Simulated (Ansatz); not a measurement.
Consider the substitution at a C–O bond: `OB([SiH3])OCF` + `OC[SeH]` → `OC[Se]CF` + `OB(O)[SiH3]`.

Program: Ansatz. Geometries: PBE0-D4/def2-TZVP. ΔE: electronic, gas phase. CCSD(T)/CBS is the MP2 limit (def2-TZVPP, def2-QZVPP) plus CCSD(T) − MP2 in def2-TZVPP, frozen cores. DFT in def2-TZVPP. B3LYP here is the variant with VWN-RPA as its local correlation; programs differ in this. For Se outer-core shells are correlated without core-valence functions, which leaves a few kJ/mol of doubt a bond. Scalar relativity is left out up to krypton. One conformer a species, not always the lowest.

(1) Is it downhill or uphill in electronic energy at CCSD(T)/CBS, and by how much? (An estimate is asked.)

(2) What do these levels give: PBE-D4, r2SCAN-D4, PBE0-D4, PBE0, B3LYP, CCSD/def2-TZVPP? (Estimate.)

Largest T1 diagnostic among the species: 0.014.

Answers

(1) The calculation gave: Downhill: ΔE = -0.21 eV.

(2) Ansatz gave: PBE-D4 -0.24, r2SCAN-D4 -0.18, PBE0-D4 -0.19, PBE0 -0.19, B3LYP -0.16, CCSD/def2-TZVPP -0.15 eV.

In def2-TZVPP, CCSD(T) changes the Hartree–Fock value by −0.17 eV (the triples alone add −0.02 eV) and MP2 by −0.25 eV. From PBE to PBE0 (25 % exact exchange), in def2-TZVPP and without D4, ΔE moves by +0.04 eV.
